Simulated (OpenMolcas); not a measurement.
Pt2+ with its 6 nearest fluoride ions, on the Ca site of CsCaF3 (a = 4.526 Å, distance in the model lattice 2.263 Å). The rest of the host is ab initio model potentials to 7.6 Å, with orthogonalisation functions on the cations behind the ligands, and point charges beyond; the distance is set by hand and nothing relaxes. Ligand basis ANO-RCC-VDZP.

```yaml
Program: OpenMolcas
Method: CASSCF
Basis: ANO-RCC-VTZP [8s7p5d3f1g]
Scalar_Hamiltonian: DKH2, point nucleus
Active_space: 8 electrons in 5 orbitals (5d)
State_averaging: 2S+1 = 3 even, 10 roots; 2S+1 = 1 even, 15 roots
Spin-orbit_coupling: state interaction with AMFI integrals over the reference wave functions
```

All ligands move together. At R = 2.164 Å |10Dq| is 15464 cm-1, and at R = 2.263 Å it is 12185 cm-1.

Question: A third run gives 17628 cm-1. What distance was it run at?

Answer: With a power law R^-n the two known points give n = -ln(12185 / 15464) / ln(2.263 / 2.164) = 5.33. Then R = 2.164 × (15464 / 17628)^(1/5.33) = 2.111 Å. The run was at 2.11 Å, so the estimate is off by +0.001 Å.

Without dynamic correlation the repulsion within the d shell is too large (B by tens of per cent), so at a given field states of lower spin stand too high. Real 4d8 and 5d8 ions are as a rule square planar and diamagnetic. With metal d orbitals alone the field can be off either way by tens of per cent. Ligand-to-metal charge-transfer states are missing. With no ligand orbital active B as a rule stays too high, so bands that hang on it stand too high and its fall with covalency is understated. No measured value stands beside these numbers; the geometry was set by hand and not optimised.
